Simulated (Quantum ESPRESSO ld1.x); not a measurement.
Input (ld1.x (Quantum ESPRESSO 7.5)):

```
 &input
    zed=53.0,
    iswitch=1,
    rel=1,
    lsd=1,
    dft='PW',
    config='[Ar] 3d5',
    verbosity='high',
    prefix='ld1',
    max_out_wfc=37,
    file_charge='ld1.rho',
 /
```

It prints (banner and zero overlaps left out):

```
     Program LD1 v.7.5 starts

     --------------------------- All-electron run ----------------------------

     scalar relativistic calculation

     atomic number is 53.00
     dft =PW   lsd =1 sic =0 latt =0  beta=0.20 tr2=1.0E-14
     Exchange-correlation= PW
                           (   1   4   0   0   0   0   0)
     mesh =2073 r(mesh) = 100.05380 a.u. xmin = -8.00 dx = 0.00800
     1 Ry =  13.60569312 eV, c = 137.03599908

     n l     nl                  e(Ry)          e(Ha)          e(eV)
     1 0     1S 1( 1.00)   -2519.066838387   -1259.533419194 -34273.6503594
     2 0     2S 1( 1.00)    -470.037628218    -235.018814109  -6395.1877258
     2 1     2P 1( 3.00)    -432.305145186    -216.152572593  -5881.8111409
     3 0     3S 1( 1.00)    -159.583934860     -79.791967430  -2171.2500451
     3 1     3P 1( 3.00)    -147.490238077     -73.745119038  -2006.7069179
     3 2     3D 1( 5.00)    -131.041503857     -65.520751929  -1782.9104879
     1 0     1S 2( 1.00)   -2519.033510534   -1259.516755267 -34273.1969109
     2 0     2S 2( 1.00)    -468.847830773    -234.423915386  -6378.9997069
     2 1     2P 2( 3.00)    -431.376031697    -215.688015849  -5869.1699079
     3 0     3S 2( 1.00)    -158.282499279     -79.141249640  -2153.5431119
     3 1     3P 2( 3.00)    -146.157865077     -73.078932539  -1988.5790598
     3 2     3D 2( 0.00)    -129.434237439     -64.717118719  -1761.0425142

     final scf error:  1.6E-16 reached in  21 iterations

     Etot =  -13050.858469 Ry,   -6525.429234 Ha, -177565.975316 eV
     Total magnetization:    5.00 Bohr mag.

     Ekin =   13749.910174 Ry,    6874.955087 Ha,  187077.058296 eV
     Encl =  -29253.730970 Ry,  -14626.865485 Ha, -398017.286274 eV
     Eh   =    2714.708016 Ry,    1357.354008 Ha,   36935.484183 eV
     Exc  =    -261.745689 Ry,    -130.872844 Ha,   -3561.231520 eV
```

Run on one thread of a shared host, so times are rough (Intel(R) Xeon(R) Processor @ 2.60GHz): 0.56 s of CPU time, 1.2 s wall, 21 iterations on 2073 mesh points.
